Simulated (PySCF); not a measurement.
Molecule: SMILES N#CSc1ccco1, C₅H₃NOS.

Molfile (atoms numbered from 1):
```
C5H3NOS
     RDKit          3D

 11 11  0  0  0  0  0  0  0  0999 V2000
    3.4961    1.1472   -0.9365 N   0  0  0  0  0  0  0  0  0  0  0  0
    2.8834    0.4313   -0.2574 C   0  0  0  0  0  0  0  0  0  0  0  0
    2.0759   -0.6522    0.7774 S   0  0  0  0  0  0  0  0  0  0  0  0
    0.4112   -0.3113    0.3778 C   0  0  0  0  0  0  0  0  0  0  0  0
   -0.4817   -0.9966   -0.3993 C   0  0  0  0  0  0  0  0  0  0  0  0
   -1.7144   -0.2910   -0.2853 C   0  0  0  0  0  0  0  0  0  0  0  0
   -1.4655    0.7617    0.5486 C   0  0  0  0  0  0  0  0  0  0  0  0
   -0.1877    0.7524    0.9599 O   0  0  0  0  0  0  0  0  0  0  0  0
   -0.2686   -1.8896   -0.9819 H   0  0  0  0  0  0  0  0  0  0  0  0
   -2.6614   -0.5309   -0.7632 H   0  0  0  0  0  0  0  0  0  0  0  0
   -2.0835    1.5726    0.9261 H   0  0  0  0  0  0  0  0  0  0  0  0
  1  2  3  0
  2  3  1  0
  3  4  1  0
  4  5  2  0
  5  6  1  0
  6  7  2  0
  7  8  1  0
  8  4  1  0
  5  9  1  0
  6 10  1  0
  7 11  1  0
M  END
```

Geometry PBE0-D3(BJ)/def2-SVP throughout; GIAO in PySCF 2.14, gas phase, one conformer, non-relativistic; equivalent atoms averaged; functional PBE0.

For orientation, STO-3G gives these absolute shieldings σ: N1 56.8, C7 113.1, C4 116.4, C6 133.0, C2 143.2, S3 719.0, H11 25.60, H9 26.34, H10 26.55 ppm.

A run gave: N1 -71.0, C7 30.8, C4 45.7, C6 69.0, C2 67.4, S3 569.7, H11 25.17, H9 25.88, H10 26.20 ppm (absolute shieldings σ).

**Question.** Which basis set was used in that run?
A. 6-31G
B. IGLO-III
C. cc-pVTZ
D. pcSseg-0

**Answer.** D. S3 tells them apart best: pcSseg-0 gives 569.7, IGLO-III gives 512.9, cc-pVTZ gives 542.0, 6-31G gives 606.8 ppm.
